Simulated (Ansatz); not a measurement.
`O=C(O)C(=O)[SiH3]` at its PBE0-D4/def2-TZVP geometry, where that method's forces vanish. The species carries charge 0 and has multiplicity 1.

```xyz
10

O    -1.2422    0.2991    1.1958
C    -1.0879    0.6134    0.0452
O    -1.9287    1.3455   -0.6701
C     0.1687    0.1593   -0.7144
O     0.3517    0.4657   -1.8599
Si    1.3792   -0.9202    0.3458
H    -2.6766    1.5739   -0.0984
H     1.8505   -0.1283    1.5074
H     2.5095   -1.2636   -0.5486
H     0.6758   -2.1449    0.7972
```

(1) What forces (eV/Å) does ωB97M-V/def2-TZVPP give on these atoms in Ansatz? (An estimate is asked.)

Results:

(1) The calculation gave: 
```
O1   0.000 -0.031  0.086
C2   0.059 -0.037  0.012
O3  -0.218  0.142 -0.049
C4   0.155 -0.141  0.143
O5  -0.014  0.047 -0.112
Si6  0.093 -0.081  0.080
H7   0.052 -0.012 -0.049
H8  -0.065 -0.091 -0.150
H9  -0.141  0.047  0.101
H10  0.079  0.157 -0.063
```
